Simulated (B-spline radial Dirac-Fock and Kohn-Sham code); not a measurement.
# Isotope-shift constants of the inner levels of Mo⁶⁺

System: Mo⁶⁺, configuration 1s2 2s2 2p6 3s2 3p6 3d10 4s2 4p6.

Method: first-order field-shift and mass-shift constants from Dirac-Fock ground and hole states with a Fermi nucleus; the mass shift has no relativistic recoil terms. Computed with a B-spline atomic structure program. A binding energy shifts by δE = F·δ⟨r²⟩ + (K_N + K_S)·δ(1/M); F is taken for a change of radius at fixed skin thickness and so holds the higher radial moments.

| level | F (meV/fm²) | K_N (meV u) | K_S (meV u) |
| --- | --- | --- | --- |
| K (1s) | -32.37 | -11060 | 5034 |
| L1 (2s) | -3.519 | -1634 | -128.3 |
| L2 (2p1/2) | 0.2034 | -1499 | 1888 |
| L3 (2p3/2) | 0.2464 | -1441 | 1735 |
| M1 (3s) | -0.6252 | -333.8 | -91.53 |
| M2 (3p1/2) | 0.05004 | -282.2 | 240.9 |
| M3 (3p3/2) | 0.05854 | -272.2 | 200.8 |
| M4 (3d3/2) | 0.04965 | -181.0 | 220.1 |
| M5 (3d5/2) | 0.04895 | -179.2 | 216.0 |

Line shifts in meV from A = 98 (mass 97.9054 u, rms radius 4.4091 fm); radii from Angeli and Marinova (2013).

```
  A  mass (u)  radius (fm)     Kα1     Kα2     Kβ1    Lα1
 90   89.9139       4.3265  +17.80  +17.69  +18.00  +0.09
 92   91.9068       4.3151  +22.54  +22.44  +22.63  +0.01
 94   93.9051       4.3529  +13.32  +13.25  +13.38  +0.01
 95   94.9058       4.3628       ?       ?       ?      ?
 97   96.9060        4.388   +5.39   +5.37   +5.39  -0.01
100   99.9075       4.4468   -9.60   -9.56   -9.61  +0.01
102  101.9103       4.4914  -21.36  -21.29  -21.37  +0.04
103  102.9131       4.5145  -27.54  -27.45  -27.55  +0.06
104  103.9137       4.5249  -30.02  -29.92  -30.04  +0.05
108  107.9240       4.5602  -38.22  -38.07  -38.31  +0.02
```

Q: What are the shifts for A = 95?

A: Kα1 +11.21 meV (field +13.25, mass -2.04); Kα2 +11.16 meV (field +13.23, mass -2.07); Kβ1 +11.25 meV (field +13.17, mass -1.92); Lα1 0.00 meV (field -0.08, mass +0.08).
